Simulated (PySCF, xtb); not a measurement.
C₂H₆FNSi, SMILES CN(C)[Si]F (connectivity only; charge and spin as stated), neutral, multiplicity 1.

xtb 6.7.1 with GFN2-xTB at its own geometry gives an orbital gap of 3.53 eV and a dipole moment of 2.04 D.

The structure is a stationary point at PBE-D3(BJ)/def2-SVP. One conformer was computed; it need not be the lowest.

**Question.** What does HF/def2-TZVP run with PySCF give? (Estimate from the structure and the level; the computed values follow.)

**Answer.** gap 11.55 eV (levels -9.84 and 1.71 eV), dipole 2.38 D.
